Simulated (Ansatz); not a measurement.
Geometry optimisation, UHF/def2-SVP in Ansatz.

Input:

```yaml
crystal:
  periodic: [false, false, false]
  atoms:
    - { symbol: Ge, position_ang: [0.02964, -0.066205, -0.201337] }
    - { symbol: H, position_ang: [-0.023155, -0.048135, 2.558288] }
    - { symbol: F, position_ang: [1.623196, -0.054208, -0.880569] }
    - { symbol: Ge, position_ang: [-1.161311, 2.020134, -0.919246] }
    - { symbol: H, position_ang: [-2.635129, 1.66193, -1.110158] }
    - { symbol: H, position_ang: [-0.996459, 3.033304, 0.22135] }
    - { symbol: H, position_ang: [-0.547611, 2.556978, -2.209294] }
    - { symbol: F, position_ang: [-0.696289, -1.423844, -0.994925] }
    - { symbol: H, position_ang: [-0.053182, 0.050245, 3.262991] }
magnetization:
  spin_polarized: true
  initial_magnetization: 1
basis:
  gaussian: { orbitals: def2-SVP }
hamiltonian:
  xc: hf
relax:
  f_tol: 0.03
  max_steps: 50
```

Command:

```bash
$ ansatz run input.yaml --threads 4 --pin off --max-ram 5120MiB --backend cpu --events-out ev --progress --plain --runs-dir out
```

Problem. Where does it end, and by what steps?

Solution. The run converged. After 16 steps the energy has fallen by 0.157 eV; H2 moved furthest, 1.25 Å.

```tsv
step	energy less start (eV)	largest force component (eV/Å)	accepted
0	0.0000	1.580	yes
1	-0.0763	0.240	yes
2	-0.1101	0.517	yes
3	-0.1240	0.308	yes
4	-0.1371	0.084	yes
5	-0.1429	0.047	yes
6	-0.1480	0.095	yes
7	-0.1505	0.178	yes
8	-0.1525	0.138	yes
9	-0.1404	0.424	no
10	-0.1544	0.130	yes
11	-0.1541	0.203	no
12	-0.1553	0.098	yes
13	-0.1556	0.071	yes
14	-0.1559	0.104	yes
15	-0.1561	0.077	yes
16	-0.1568	0.004	yes
```

```xyz
9
Properties=species:S:1:pos:R:3
Ge -0.109 -0.197 -0.700
H 0.116 -0.276 3.779
F 1.591 -0.010 -0.953
Ge -1.204 2.012 -1.135
H -2.716 1.793 -1.059
H -0.746 2.973 -0.036
H -0.786 2.514 -2.518
F -0.536 -1.266 -1.988
H -0.069 0.185 4.337
```

Whether the end is a true minimum wasn't checked by a vibrational analysis.

Run time: 48 s on 4 threads of Intel(R) Xeon(R) Platinum 8259CL CPU @ 2.50GHz (Skylake/Cascade Lake) (shared host), peak memory 0.42 GiB.
